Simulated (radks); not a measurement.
The numbers below are computed, except where a source is named.
All-electron atom: As+ in [Ar] 3d10 4s2 4p2.

Level of theory: scalar-relativistic Kohn-Sham, PBE, spin-unpolarised, spherical densities, point nucleus (a radial shooting solver on a logarithmic mesh with Libxc functionals).

Energy parts (Ry):
total: -4520.94062
kinetic: 4608.05094
electron-nucleus: -10874.87420
Hartree: 1912.57838
exchange-correlation: -166.69575

Orbitals (lengths in bohr, moments of r in powers of bohr; r(max) is where P^2 peaks):
orbital,occ.,eigenvalue (Ry),<r^2>,r(max)
1s,2,-862.0959,0.002786,0.02973
2s,2,-109.9955,0.04848,0.1701
2p,6,-96.53807,0.03846,0.1363
3s,2,-14.70549,0.4125,0.5217
3p,6,-10.54334,0.4475,0.5210
3d,10,-3.70427,0.5797,0.4769
4s,2,-1.71661,4.021,1.595
4p,2,-0.98046,6.206,1.902

The highest occupied level is 4p at -13.340 eV. The density falls to 0.001 e/bohr^3 at r = 3.96 bohr. Summed over all electrons, <r^2> = 30.09 bohr^2, which gives a Langevin (diamagnetic) susceptibility term of -23.8 x 10^-6 cm^3/mol.
